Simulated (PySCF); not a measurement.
**B (boron, neutral): UHF calculation**

Configuration: [He] 2s1 2p1 3s1, high-spin 4P determinant (an excited configuration). All numbers are calculated (PySCF 2.14, the non-relativistic Hamiltonian (point nucleus), in aug-cc-pVDZ (4s3p2d, 23 functions)).

```json
{
  "Total energy": "-24.230552 hartree",
  "One-electron energy": "-31.0732 hartree",
  "Hartree (Coulomb) energy": "10.5373 hartree",
  "Exchange energy": "-3.6947 hartree",
  "Kinetic energy": "24.21113 hartree",
  "⟨S²⟩": "3.7500",
  "⟨L²⟩": "2.021",
  "Sum of ⟨r⟩": "9.899 bohr",
  "Sum of ⟨r²⟩": "43.19 bohr²",
  "Traceless quadrupole moment −½Σ⟨3z² − r²⟩ along its main axis": "-1.18 e·bohr²",
  "Density at the nucleus (Gaussians lack the cusp)": "67.8 bohr⁻³",
  "Spin density at the nucleus": "1.61 bohr⁻³",
  "Langevin diamagnetic susceptibility": "-34.2 ×10⁻⁶ cm³/mol"
}
```

```
shell  electrons  mean orbital energy (hartree)  rms radius, mean of both spins (bohr)
 1s α          1                       -7.99620                                  0.379
 1s β          1                       -7.92602                                  0.379
 2s α          1                       -0.79282                                   1.92
 2p α          1                       -0.56035                                   2.03
 3s α          1                       -0.11257                                   5.92
```

The outer electron is Rydberg-like, and this basis confines it to a smaller radius and binds it less than a complete one would.

Spin-orbit constants ζ (cm⁻¹) from the X2C one-electron operator on these orbitals (non-relativistic here): bare nucleus, nucleus screened by l(l+1)(2l+1)/3 electrons, and screened by the Breit-Pauli mean field of the electrons.

```csv
shell,bare,screened nucleus,mean field
2p,30.69,18.41,13.49
```

To first order the Landé constant is A = 4.496 cm⁻¹, so the lowest level has J = 1/2 and lies 0.00139 eV below the centre of the term. This holds in LS coupling only.
